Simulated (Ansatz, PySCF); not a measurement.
System: sum formula HPO (charge 0, singlet). 
Coordinates optimised at B3LYP-D3(BJ)/def2-TZVP (Ansatz, a first-principles code):
SMILES: O=P
```xyz
3

P     -0.0445    -0.0418    -0.4790
O     -0.0789     0.0248     1.0025
H      1.2993     0.4287    -0.8354
```

Dipole moments at this geometry, in debye (magnitudes).

| level | program | dipole (D) |
|---|---|---|
| M06-L/def2-TZVPD | PySCF | 2.09 |
| PW6B95/def2-TZVPD | PySCF | 2.35 |
| HSE06/def2-TZVPD | Ansatz | 2.30 |
| wB97M-V/def2-TZVPD | Ansatz | 2.41 |
| CCSD(T)/aug-cc-pV(D+d)Z | Ansatz | 2.22 |
